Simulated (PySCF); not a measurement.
CH9NSi2, SMILES C[Si@@H](N)[SiH3]. Coordinates come from a PBE0-D3(BJ)/def2-SVP optimisation. The structure was generated by enumeration; whether it is a known compound was not checked. The values are those of a single conformer.

Computed with PBE0-D3(BJ)/def2-SVP run with PySCF.

Harmonic wavenumbers (cm⁻¹): 101, 126, 141, 156, 179, 253, 405, 450, 469, 505, 634, 693, 734, 807, 829, 877, 893, 912, 936, 939, 1259, 1425, 1430, 1551, 2195, 2201, 2208, 2212, 3055, 3160, 3168, 3596, 3692. Rotational constants (GHz): 5.331, 2.687, 2.024; symmetry number 1.

**Question.** Work out the zero-point energy and the ideal-gas rigid-rotor harmonic-oscillator thermochemistry at 298.15 K and 1 atm.

**Answer.** ZPE = ½ Σ hcν = ½ × 42189 cm⁻¹ = 252.35 kJ/mol. H − E(el) = 277.02 kJ/mol. Entropy in J/(mol K): translation 165.04, rotation 112.16, vibration 88.37, total 365.57. G − E(el) = 168.03 kJ/mol. Cp = 131.06 J/(mol K). Modes under 150 cm⁻¹ make the vibrational entropy uncertain.
